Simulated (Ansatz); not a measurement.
`O[Si@H]1S[C@H]1F`. The species carries charge 0 and has multiplicity 1. Geometry: relaxed with PBE0-D4/def2-TZVP. It is one conformer, not always the lowest.

```xyz
8

O    -0.144   -1.895    0.184
Si   -0.441   -0.455   -0.513
S    -1.313    1.123    0.532
C     0.480    1.043    0.046
F     1.338    0.905    1.110
H     0.101   -1.890    1.113
H    -0.808   -0.721   -1.912
H     0.786    1.891   -0.560
```

Problem. What is the dipole moment at PBE/def2-TZVPP? (An estimate is asked.)

Solution. The calculation gave: 0.84 D, with components (0.22, -0.49, -0.64) D in this frame, pointing from negative to positive charge.

Problem. And with r2SCAN, B3LYP, ωB97M-V? (Best estimate.)

Solution. Computed: r2SCAN 0.94 D, B3LYP 0.97 D, ωB97M-V 1.00 D.

Problem. Give the Mulliken charges with PBE, r2SCAN, B3LYP in def2-TZVPP. (Best estimate.)

Solution. The calculation gave: 
| atom | PBE | r2SCAN | B3LYP |
| --- | --- | --- | --- |
| O1 | -0.34 | -0.40 | -0.38 |
| Si2 | 0.40 | 0.53 | 0.49 |
| S3 | -0.20 | -0.23 | -0.22 |
| C4 | 0.05 | 0.08 | 0.05 |
| F5 | -0.18 | -0.21 | -0.22 |
| H6 | 0.20 | 0.22 | 0.20 |
| H7 | -0.05 | -0.06 | -0.05 |
| H8 | 0.11 | 0.09 | 0.12 |

B3LYP here is the variant with VWN-RPA as its local correlation; programs differ in this.
